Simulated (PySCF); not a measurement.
## Carbon: a sound run and one with changed settings

Sound run: C⁺ [He] 2s2 2p1, C²⁺ [He] 2s2. Calculation: PySCF 2.14, in jorge-DZP-DKH (4s2p1d, 15 functions); the spin-free X2C one-electron Hamiltonian (Gaussian nucleus). In the sound run the correlated levels freeze 1s2. The sound run starts from symmetry-adapted Hartree-Fock orbitals and uses a fine grid where one is needed.

Changed run: a valence shell is frozen. This setting is unsound on purpose.

Ionisation energy of C⁺:

```csv
method,sound run (eV),changed run (eV)
UHF,24.157,24.157
MP2,24.217,24.157
SCS-MP2,24.172,24.157
CCSD,24.036,24.157
CCSD(T),24.053,24.157
CCSDT,n/a,24.157
FCI,n/a,24.157
```

Freezing a valence shell removes pair correlation that changes on ionisation.

For comparison, NIST gives 24.383 eV between the lowest levels.
